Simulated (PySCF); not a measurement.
AlF₂, SMILES [F][Al][F], multiplicity 2. Geometry optimised at ωB97X-D3(BJ)/def2-TZVP. The multiplicity is an assumed one; other spin states were not compared. The isomer is the one that the SMILES or the coordinates give; other isomers of the formula were not compared.

Level of theory: PySCF 2.14.0 with ωB97X-D3(BJ)/def2-TZVP.

Harmonic wavenumbers (cm⁻¹): 237, 753, 896. Rotational constants (GHz): 45.80, 6.541, 5.723; symmetry number 2.

### Question
Work out the zero-point energy and the ideal-gas rigid-rotor harmonic-oscillator thermochemistry at 298.15 K and 1 atm.

### Answer
ZPE = ½ Σ hcν = ½ × 1886 cm⁻¹ = 2.70 kcal/mol. H − E(el) = 5.48 kcal/mol. Entropy in cal/(mol K): translation 38.43, rotation 21.38, vibration 2.22, spin 1.38, total 63.41. G − E(el) = -13.43 kcal/mol. Cp = 10.97 cal/(mol K).
